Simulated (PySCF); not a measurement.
C₅H₁₀N (SMILES [CH]=NC(C)(C)C), doublet, at a GFN2-xTB geometry; MP2/pcseg-0 (PySCF).

The PySCF input:
```python
from pyscf import gto, scf, mp

mol = gto.Mole()
mol.atom = '''
    C     0.454427    1.883593    0.885180
    N     0.768514    0.831751    0.329720
    C    -0.056209   -0.255693   -0.120751
    C     0.424856   -1.513752    0.611283
    C     0.183736   -0.403433   -1.627605
    C    -1.544270   -0.012277    0.160224
    H     1.199654    2.612975    1.166640
    H     0.265635   -1.409425    1.682180
    H    -0.121394   -2.384265    0.257821
    H     1.486347   -1.667790    0.433338
    H    -0.365839   -1.258631   -2.011949
    H    -0.147110    0.491203   -2.150314
    H     1.243041   -0.547403   -1.825851
    H    -1.705504    0.111844    1.228356
    H    -1.874938    0.892059   -0.344896
    H    -2.134721   -0.853451   -0.193346
'''
mol.basis = 'pcseg-0'
mol.charge = 0
mol.spin = 1
mol.verbose = 5
mol.build()

mf = scf.UHF(mol)
mf.kernel()

pt = mp.MP2(mf, frozen=6)
pt.kernel()
print('E(MP2) = %.10f' % pt.e_tot)
```

What the program printed (banner, timings and long lists left out):

```
PySCF version 2.14.0

[INPUT] verbose = 5
[INPUT] max_memory = 4000
[INPUT] num. atoms = 16
[INPUT] num. electrons = 47
[INPUT] charge = 0
[INPUT] spin (= nelec alpha-beta = 2S) = 1
[INPUT] symmetry False subgroup None
[INPUT] Mole.unit = angstrom
[INPUT] Symbol           X                Y                Z      unit          X                Y                Z       unit  Magmom
[...]
[INPUT] ---------------- BASIS SET ----------------
[INPUT] l, kappa, [nprim/nctr], expnt,             c_1 c_2 ...
[INPUT] N
[...]
                                98.61             0.143088    0    0
                                22.0574            0.5    0    0
                                5.82324           0.630731    0    0
                                0.637084             0    1    0
                                0.199637             0    0    1
[...]
                                1.28076            0.5    0
                                0.27895              0    1
[INPUT] C
[...]
                                71.19             0.144462    0    0
                                15.886             0.5    0    0
                                4.16469           0.628138    0    0
                                0.442581             0    1    0
                                0.142836             0    0    1
[...]
                                0.87986            0.5    0
                                0.192992             0    1
[INPUT] H
[...]
                                0.660487           0.5    0
                                0.136687             0    1

nuclear repulsion = 241.609593742399
number of shells = 22
number of NR pGTOs = 120
number of NR cGTOs = 74
basis = pcseg-0
ecp = {}

******** <class 'pyscf.scf.uhf.UHF'> ********
method = UHF
initial guess = minao
damping factor = 0
level_shift factor = 0
DIIS = <class 'pyscf.scf.diis.CDIIS'>
diis_start_cycle = 1
diis_space = 8
diis_damp = 0
SCF conv_tol = 1e-09
SCF conv_tol_grad = None
SCF max_cycles = 50
direct_scf = True
direct_scf_tol = 1e-13
number electrons alpha = 24  beta = 23
Set gradient conv threshold to 3.16228e-05
E1 = -811.6729831907371  E2 = 320.19573654398073  Ecoul = 356.6419072278278  Exc = -36.44617068384707
init E= -249.867652904357
cond(S) = 2848.50105160384

  alpha mo_energy =
[-15.59258388 -11.29017606 -11.28831772 -11.28820922 -11.28071277
 -11.26706559  -1.69767378  -1.40042115  -1.19066753  -1.18852744
  -0.93521797  -0.68879679  -0.58362981  -0.56740717  -0.56659486
  -0.49419144  -0.47875272  -0.4197249   -0.41918397  -0.38969657
  -0.38700564  -0.3278633   -0.30623923  -0.08138719   0.0653441
   0.12680331   0.19335516   0.20508069   0.20727391   0.21815572
   0.22250317   0.23499201   0.27588777   0.28080161   0.30029169
   0.32480315   0.37023346   0.3743096    0.39809318   0.49581323
   0.70914658   0.71243718   0.72629165   0.76639916   0.81589769
   0.85508831   0.85956296   0.94102102   0.95665726   0.98037058
   1.00775962   1.01733629   1.02241566   1.03347904   1.05053493
   1.0601094    1.07054746   1.07369178   1.10957932   1.12307642
   1.13866361   1.18231882   1.21133586   1.26711473   1.29302858
   1.31084417   1.33255466   1.38018246   1.40557289   1.46758051
   1.53912385   1.6841765    1.78814967   2.04733702]
  beta  mo_energy =
[-15.59258388 -11.29017606 -11.28831772 -11.28820922 -11.28071277
 -11.26706559  -1.69767378  -1.40042115  -1.19066753  -1.18852744
  -0.93521797  -0.68879679  -0.58362981  -0.56740717  -0.56659486
  -0.49419144  -0.47875272  -0.4197249   -0.41918397  -0.38969657
  -0.38700564  -0.3278633   -0.30623923  -0.08138719   0.0653441
   0.12680331   0.19335516   0.20508069   0.20727391   0.21815572
   0.22250317   0.23499201   0.27588777   0.28080161   0.30029169
   0.32480315   0.37023346   0.3743096    0.39809318   0.49581323
   0.70914658   0.71243718   0.72629165   0.76639916   0.81589769
   0.85508831   0.85956296   0.94102102   0.95665726   0.98037058
[...]
   1.58779027   1.76003615   1.81766768   2.10176224]
  beta  mo_energy =
[-15.57389949 -11.28421516 -11.26178297 -11.2202122  -11.22012093
 -11.22010953  -1.26052508  -1.08456364  -0.94548903  -0.94410625
  -0.84175503  -0.69433251  -0.6460418   -0.62682965  -0.6173736
  -0.56499692  -0.56055316  -0.52962999  -0.52233811  -0.50260743
  -0.48872847  -0.42798857  -0.41919295   0.11222202   0.19457722
   0.19719472   0.24782526   0.26118915   0.26393754   0.27530222
   0.28432192   0.28436985   0.3257325    0.33208402   0.35218981
   0.40462064   0.43467803   0.43620225   0.47615005   0.55218308
   0.75448306   0.75687077   0.80995923   0.82478599   0.86886851
   0.91273979   0.93707043   1.03307258   1.04619554   1.05212887
   1.06766333   1.09703794   1.09805932   1.10309642   1.11519605
   1.1325445    1.1353221    1.15469786   1.18618657   1.19486682
   1.21614706   1.26001383   1.27434252   1.31772757   1.33464326
   1.37230943   1.38828896   1.44711132   1.46043237   1.51972792
   1.5925717    1.73264568   1.83836738   2.10161635]
multiplicity <S^2> = 0.84030955  2S+1 = 2.0883578
E1 = -813.3803429183777  E2 = 322.9484640550888  Ecoul = 358.787882948043  Exc = -35.8394188929542
cycle= 16 E= -248.82228512089  delta_E= -7.68e-10  |g|= 1.1e-05  |ddm|= 8.39e-05
  alpha mo_energy =
[-15.56984038 -11.29034976 -11.28682802 -11.22051631 -11.2193938
 -11.21938567  -1.26484157  -1.09352513  -0.94692062  -0.94216368
  -0.86824583  -0.72220924  -0.66460369  -0.63765065  -0.62189997
  -0.58546945  -0.55561612  -0.53329132  -0.52850938  -0.52215949
  -0.49395072  -0.47391359  -0.43071817  -0.33409593   0.16898505
   0.19168341   0.24433733   0.26159067   0.26219807   0.26220601
   0.27785081   0.28340844   0.32531667   0.3332127    0.3521052
   0.40193474   0.43086212   0.43530943   0.465155     0.53209076
   0.73987717   0.75363978   0.75695492   0.81092202   0.85469327
   0.91593457   0.93530139   1.00739277   1.01617228   1.04998677
   1.06091495   1.08310458   1.09226483   1.09698558   1.10973327
   1.11530988   1.12683702   1.13135901   1.18463926   1.19072074
   1.20986575   1.26264505   1.27056957   1.31465767   1.33367469
   1.36563886   1.38847635   1.43640858   1.44425574   1.5275371
   1.5877925    1.76004206   1.81767392   2.10176889]
  beta  mo_energy =
[-15.57388605 -11.28420755 -11.2617808  -11.22020659 -11.22011892
 -11.22010747  -1.26051953  -1.08456022  -0.94548675  -0.94410476
  -0.8417515   -0.69433105  -0.64603983  -0.62682724  -0.61737162
  -0.56499499  -0.56055144  -0.52962784  -0.52233671  -0.50260506
  -0.48872583  -0.42798532  -0.41918925   0.11222395   0.19458006
   0.19719535   0.24782612   0.26118983   0.26393821   0.27530295
   0.28432296   0.28437017   0.32573334   0.33208482   0.35219059
   0.40462294   0.43468055   0.43620503   0.47615296   0.55218496
   0.75448442   0.75687207   0.80996131   0.82478713   0.86887001
   0.91274181   0.93707282   1.03307416   1.0461974    1.05213059
   1.0676646    1.09703913   1.09806061   1.10309794   1.11519688
   1.13254735   1.13532443   1.15470001   1.18618865   1.19486879
   1.21614877   1.26001563   1.27434503   1.31773025   1.33464677
   1.37231253   1.38829047   1.44711511   1.46043488   1.51973038
   1.59257403   1.73265102   1.838373     2.10162198]
multiplicity <S^2> = 0.84030895  2S+1 = 2.0883572
E1 = -813.3802727624686  E2 = 322.94839389907077  Ecoul = 358.7878085461008  Exc = -35.839414647030026
Extra cycle  E= -248.822285120999  delta_E= -1.09e-10  |g|= 6.85e-06  |ddm|= 2.49e-05
converged SCF energy = -248.822285120999  <S^2> = 0.84030895  2S+1 = 2.0883572

******** <class 'pyscf.mp.ump2.UMP2'> ********
nocc = (np.int64(18), np.int64(17)), nmo = (68, 68)
frozen orbitals 6
transform (ia|jb) incore
E(UMP2) = -249.379354997262  E_corr = -0.557069876263469
E(SCS-UMP2) = -249.377876819402  E_corr = -0.555591698403098
E_corr(same-spin) = -0.130260176668921
E_corr(oppo-spin) = -0.426809699594548
E(MP2) = -249.3793549973
```
